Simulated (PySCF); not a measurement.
One molecule, a ladder of functionals, a line

Molecule: `ClC([BH2-][NH3+])(Cl)Cl`, CH$_{5}$BCl$_{3}$N.

Cartesian coordinates in Å; atom numbers follow the order of the lines, from 1:
```xyz
11

N    -1.332    0.110   -0.087
B     0.063   -0.538   -0.562
C     1.182    0.173    0.370
Cl    2.800   -0.413   -0.013
Cl    1.133    1.971    0.148
Cl    0.835   -0.139    2.120
H    -1.470   -0.071    0.912
H    -1.296    1.127   -0.213
H    -2.123   -0.265   -0.609
H     0.009   -1.734   -0.339
H     0.225   -0.246   -1.733
```

GIAO shieldings (ppm, equivalent atoms averaged) in PySCF 2.14 on the PBE0-D3(BJ)/def2-SVP geometry, basis pcSseg-1, gas phase, non-relativistic:

```csv
functional,exact exchange (%),σ(N1),σ(B2),σ(C3),σ(Cl4/Cl5/Cl6)
BLYP,0,209.9,108.3,31.8,463.2
BP86,0,214.2,111.8,39.5,475.8
PBE,0,214.6,112.0,40.9,480.6
B3LYP,20,215.8,112.1,42.8,503.9
PBE0,25,221.3,116.4,53.8,530.2
mPW1PW91,25,220.3,116.2,52.5,527.6
HF,100,231.8,124.9,81.8,640.7
```

(1) Fit each shielding as a line in the percentage of exact exchange.

(2) What does the line predict for BHandHLYP (50 %), and what does the run give?

Answers

(1) σ(N1) = 213.7 + 0.19 x (rms 2.1 ppm); σ(B2) = 111.1 + 0.14 x (rms 1.6 ppm); σ(C3) = 38.2 + 0.45 x (rms 3.8 ppm); σ(Cl4/Cl5/Cl6) = 476.6 + 1.68 x (rms 8.2 ppm). The functionals also differ in their semilocal parts, which the line can't hold; Hartree–Fock has no correlation at all.

(2) σ(N1): 223.2 predicted, 223.0 computed; σ(B2): 118.1 predicted, 116.9 computed; σ(C3): 60.7 predicted, 57.8 computed; σ(Cl4/Cl5/Cl6): 560.6 predicted, 557.7 computed ppm.
